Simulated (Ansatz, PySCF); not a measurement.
Isomers of C4H8Si. Isolated molecules, 0 K electronic values unless said otherwise. One relaxed conformer stands for each flexible species; it need not be the lowest. Strings in code marks are SMILES. Quantity: electronic energy of isomers of C4H8Si relative to `C#CC[SiH2]C` (C–C–Si–C torsion 58°). Level 1: PBE-D3(BJ)/def2-TZVP // B3LYP-D3(BJ)/def2-TZVP (PySCF). Level 2: frozen-core CCSD(T)/cc-pVTZ // B3LYP-D3(BJ)/def2-TZVP (Ansatz, an electronic-structure program).

```tsv
case	level 1 (kcal/mol)	level 2 (kcal/mol)
`CC1=C[Si@@H]1C`	-5.0	0.4
`[SiH3]C1=CCC1`	2.5	5.7
`CC[SiH]1C=C1` (C–C–Si–C torsion 25°)	2.7	6.8
`C=C=CC[SiH3]` (C–C–C–Si torsion 106°)	5.7	10.1
`C=CC(C)=[SiH2]` (C–C–C–Si torsion 180°)	7.6	withheld
`C=CC[SiH]=C` (C–C–C–Si torsion -104°, C–C–Si–C torsion -114°)	7.7	11.6
`C1CC12C[SiH2]2`	11.7	19.4
```

Question: Fit level 2 = a + b·x to the 6 complete rows by least squares, with x = level 1 in kcal/mol. Give a, b and the rms residual, and predict the withheld value.

Answer: Means of the 6 rows: x̄ = 4.2167, ȳ = 9 kcal/mol. Σ(x − x̄)² = 160.53 and Σ(x − x̄)(y − ȳ) = 176.78, so b = 1.101 and a = ȳ − b·x̄ = 4.36 kcal/mol. The rms residual is 1.36 kcal/mol. At x = 7.6 the line gives 12.7 kcal/mol. The run for `C=CC(C)=[SiH2]` (C–C–C–Si torsion 180°) gave 13.1 kcal/mol, so the line is off by 0.4 kcal/mol, within twice the rms residual.

Codes: Ansatz, PySCF.
